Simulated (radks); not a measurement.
Results of a calculation; reference values are marked as such.
Problem. Neutral hydrogen, 1s1. Code: a radial shooting solver on a logarithmic mesh with Libxc functionals. Model: non-relativistic Kohn-Sham, r2SCAN, spin-polarised, spherical densities, point nucleus; meta-GGA in the generalised Kohn-Sham scheme. Every spin shell is full or empty, so the densities are truly spherical. Functionals are evaluated on that one density, not self-consistently. Rank these exchange functionals by their error against the exact value of the orbitals, and give that value: LDA, B88, PBEsol, RPBE, PW91, PW86, OPTX, AM05, SOGGA, G96, EV93, SCAN, r2SCAN, MS2, Tao-Mo.

Solution. Exact: -0.310339 hartree. From best to worst, with 100 (|E| - |E exact|)/|E exact| (equal figures are ties): PW86 -0.09, r2SCAN +0.12, SCAN +0.12, MS2 +0.16, Tao-Mo +0.16, RPBE -0.17, G96 -0.24, OPTX -0.43, B88 -0.66, PW91 -1.56, EV93 +4.01, PBEsol -6.16, SOGGA -6.38, AM05 -10.91, LDA -14.12.
